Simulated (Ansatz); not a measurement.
`[O]=[Mo]([OH])([F])=[S]` + H₂O → `[O]=[Mo]([OH])([OH])=[S]` + H–F at 400 K and 1 bar (formal hydrolysis of a Mo–F bond).

Isolated molecules relaxed with PBE0-D4/def2-TZVP in Ansatz; ΔE leaves out vibrations. CCSD(T)/CBS is the MP2 limit (def2-TZVPP, def2-QZVPP) plus CCSD(T) − MP2 in def2-TZVPP, frozen cores. This one scheme is used for every species. def2 core potentials past Kr. For Mo outer-core shells are correlated without core-valence functions, which leaves a few kJ/mol of doubt a bond. One conformer a species, not always the lowest.

| species | CCSD(T)/CBS energy (Eh) | H − E (kJ/mol) | S (J/(mol·K)) |
| --- | --- | --- | --- |
| `[O]=[Mo]([OH])([F])=[S]` | -716.80850 | 83.7 | 368.3 |
| H₂O | -76.37941 | 69.8 | 198.6 |
| `[O]=[Mo]([OH])([OH])=[S]` | -692.78313 | 115.1 | 382.7 |
| H–F | -100.39570 | 36.5 | 182.2 |

H − E and S are ideal-gas, rigid-rotor, harmonic terms from PBE0-D4/def2-TZVP, for one conformer and one mirror image of each species. 1 Eh = 2625.50 kJ/mol, R = 8.31446 J/(mol·K).

Q: By hand: ΔE, ΔH, ΔS and ΔG.

A: ΔE = (-692.78313) + (-100.39570) − (-716.80850) − (-76.37941) = 0.00908 Eh = 23.8 kJ/mol. Δ(H − E) = 115.1 + 36.5 − 83.7 − 69.8 = -1.9, so ΔH = 21.9 kJ/mol. ΔS = 382.7 + 182.2 − 368.3 − 198.6 = -2.0 J/(mol·K). ΔG = 21.9 − 400 × (-2.0)/1000 = 22.7 kJ/mol.

Q: By hand: the equilibrium constant, and the temperature at which ΔG would vanish if ΔH and ΔS stayed fixed.

A: log₁₀ K = −ΔG/(RT ln 10) = -3.0. ΔH and −TΔS have one sign here, so there is no such temperature.

The number of gas molecules stays the same, so ΔS is small and ΔH decides. A doubt of 5 kJ/mol in ΔE shifts log₁₀ K by 0.7 here. Other conformers and mirror images would add mixing entropy, several J/(mol·K) or more a flexible species. These are equilibria of isolated gas molecules and say nothing of rates. Largest T1 diagnostic: 0.025 (customary marks: 0.02 for closed shells, 0.045 for open ones).

ΔS is within the doubt of such terms, so its sign, and with it that verdict, could turn.
